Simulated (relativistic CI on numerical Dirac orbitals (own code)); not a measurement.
# Ho3+ (4f10) in a crystal field

Calculated by Dirac-Coulomb-Breit CI, orbitals from a KLI potential per configuration, model QED (radiative potential, 1s self-energy scaled to tabulated hydrogen-like ionisation energies), valence Slater integrals scaled by 0.85, one configuration in a parametric crystal field (own radial code).

Field parameters in Wybourne normalisation; cubic f-shell fields have B⁴₄ = √(5/14) B⁴₀ and B⁶₄ = −√(7/2) B⁶₀. The field is a parameter set, without covalency.

S and J are read from ⟨S²⟩ = S(S + 1) and ⟨J²⟩ = J(J + 1) of each level; they are not fictitious spins.

D3h, B20 = 920, B40 = -640, B60 = -100, B66 = 680 cm⁻¹, the lowest 16 levels:

```csv
E (cm⁻¹),Degeneracy,S,J
0.0,1,1.94,8.00
9.5,2,1.94,8.00
45.8,2,1.94,8.00
54.4,1,1.94,8.00
54.9,1,1.94,8.00
59.6,2,1.94,8.00
95.6,2,1.94,8.00
287,1,1.94,8.00
295,2,1.94,8.00
310,2,1.94,8.00
316,1,1.94,8.00
5123,1,1.97,7.00
5124,1,1.97,7.00
5132,2,1.97,7.00
5146,2,1.97,7.00
5180,2,1.97,7.00
```

D3h, B20 = -90, B40 = -830, B60 = -610, B66 = 370 cm⁻¹, the lowest 16 levels:

```
E (cm⁻¹)  Degeneracy     S     J
     0.0           1  1.94  8.00
     6.5           2  1.94  8.00
    36.6           1  1.94  8.00
    70.4           2  1.94  8.00
    99.9           2  1.94  8.00
     117           1  1.94  8.00
     140           1  1.94  8.00
     181           2  1.94  8.00
     235           2  1.94  8.00
     257           1  1.94  8.00
     286           2  1.94  8.00
    5159           2  1.97  7.00
    5164           1  1.97  7.00
    5165           1  1.97  7.00
    5173           2  1.97  7.00
    5183           1  1.97  7.00
```

Oh, B40 = -2000, B60 = 610 cm⁻¹, the lowest 10 levels:

```tsv
E (cm⁻¹)	Degeneracy	Irrep	S	J
0.0	2	E	1.94	8.00
3.7	3	T1	1.94	8.00
41.8	3	T2	1.94	8.00
407	2	E	1.94	7.99
435	3	T1	1.94	8.00
466	1	A1	1.94	8.00
490	3	T2	1.94	8.00
5213	3	T1	1.97	7.00
5257	2	E	1.97	7.00
5275	3	T2	1.97	7.00
```

D3h, B20 = 690, B40 = -310, B60 = -710, B66 = 500 cm⁻¹, the lowest 16 levels:

```
E (cm⁻¹)  Degeneracy     S     J
     0.0           2  1.94  8.00
    38.0           1  1.94  8.00
    88.9           1  1.94  8.00
     133           2  1.94  8.00
     169           2  1.94  8.00
     196           1  1.94  8.00
     218           2  1.94  8.00
     226           1  1.94  8.00
     287           2  1.94  8.00
     361           2  1.94  8.00
     385           1  1.94  8.00
    5185           1  1.97  7.00
    5186           1  1.97  7.00
    5208           2  1.97  7.00
    5218           2  1.97  7.00
    5255           2  1.97  7.00
```

D3h, B20 = -280, B40 = -850, B60 = -780, B66 = -150 cm⁻¹, the lowest 10 levels:

```csv
E (cm⁻¹),Degeneracy,S,J
0.0,2,1.94,8.00
19.4,1,1.94,8.00
31.5,1,1.94,8.00
83.4,1,1.94,8.00
84.2,2,1.94,8.00
135,2,1.94,8.00
147,2,1.94,8.00
169,1,1.94,8.00
214,2,1.94,8.00
226,1,1.94,8.00
```

The next free-ion level lies 5062 cm⁻¹ above the lowest; the field splits the ground level into components whose J stays near 8 as long as their spread is small against that gap.

Levels of this model without a field, named by their leading LS term: ⁵I8 0, ⁵I7 5062, ⁵I6 8576, ⁵I5 11138, ⁵I4 13182, ⁵F5 17190, ⁵S2 19851, ³K8 20005 cm⁻¹.
